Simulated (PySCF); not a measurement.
**Mayer bond orders and bond lengths**

C5H8N4Si.
Numbering: `[CH3:1][SiH:2]([CH3:3])[n:4]1[n:5][cH:6][c:7]([C:8]#[N:9])[n:10]1` (hydrogens: H11, H12, H13 on C1; H14 on Si2; H15, H16, H17 on C3; H18 on C6)

Cartesian coordinates in Å at the GFN2-xTB level; atoms count from 1:
```
atom  x, y, z in Å
C1    -2.112    1.175    0.578
Si2   -1.352   -0.148   -0.546
C3    -1.575   -1.905    0.132
N4     0.409    0.152   -0.524
N5     1.131    0.368   -1.608
C6     2.368    0.523   -1.189
C7     2.361    0.389    0.219
C8     3.445    0.479    1.104
N9     4.355    0.561    1.796
N10    1.103    0.155    0.587
H11   -1.683    1.130    1.576
H12   -3.186    1.042    0.671
H13   -1.936    2.174    0.189
H14   -1.664    0.002   -1.966
H15   -1.148   -1.994    1.128
H16   -2.625   -2.172    0.196
H17   -1.086   -2.640   -0.502
H18    3.185    0.714   -1.852
```

Bond orders from the PBE0/pcSseg-1 density (PySCF). Geometry: GFN2-xTB, one conformer, isolated molecule.

Q: Where do the orders between heavy atoms depart from those drawn in the SMILES?

A: The largest departure is 0.360, at Si2–N4 (drawn single, 0.640), counting aromatic bonds as 1.5. Drawn single, order below 0.88: Si2–N4 (0.640). The bonds drawn aromatic range from 1.21 to 1.55.

Q: Set the Mayer orders of the bonds between heavy atoms beside their lengths.

A: 
```
  bond  drawn as  length (Å)  Mayer order
C1–Si2    single       1.895        0.990
Si2–C3    single       1.896        0.990
Si2–N4    single       1.786        0.640
 N4–N5  aromatic       1.321        1.206
 N5–C6  aromatic       1.315        1.553
 C6–C7  aromatic       1.415        1.241
 C7–C8    single       1.403        0.989
 C8–N9    triple       1.146        3.021
C7–N10  aromatic       1.331        1.412
N10–N4  aromatic       1.310        1.261
```

Bonds between the same two heavy elements. C–Si: all 2 within 0.02 of one another (0.990 to 0.990). N–N: lowest N4–N5 (1.206, 1.321 Å), highest N10–N4 (1.261, 1.310 Å). C–N: lowest C7–N10 (1.412, 1.331 Å), highest C8–N9 (3.021, 1.146 Å). C–C: lowest C7–C8 (0.989, 1.403 Å), highest C6–C7 (1.241, 1.415 Å); in 1 of the 1 pairs the longer bond (by over 0.003 Å) has the higher order (by 0.02 or more).

Q: And the bonds to hydrogen?

A: C–H: 0.94 to 0.99 (7 bonds); H–Si: 0.95 (1 bond).

Q: Sum the orders of all bonds at each heavy atom with more than one neighbour and set the sums beside the valence in the SMILES.

A: C1 3.842 (drawn 4), Si2 3.567 (drawn 4), C3 3.842 (drawn 4), N4 3.107 (drawn 3), N5 2.759 (drawn 3), C6 3.782 (drawn 4), C7 3.642 (drawn 4), C8 4.010 (drawn 4), N10 2.673 (drawn 3). Orders between atoms that aren't bonded are not in these sums.

Mayer orders depend on the basis set.
